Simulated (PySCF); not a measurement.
germanium monoxide (GeO), SMILES [O]=[Ge] (connectivity only; charge and spin as stated), neutral, multiplicity 1.

The structure is a stationary point at B3LYP-D3(BJ)/def2-TZVPD.

These are B3LYP-D3(BJ)/def2-TZVPD (PySCF) values and carry that method's errors.

Frequencies are harmonic and unscaled.

**Question.** Estimate the vibrational spectrum. (An estimate is asked for; the answer gives what the named calculation found.)

**Answer.** 
```tsv
mode	ν (cm⁻¹)	IR (km/mol)	moving atoms (share of kinetic energy)
1	1001	66.2	O 82 %, Ge 18 %
```
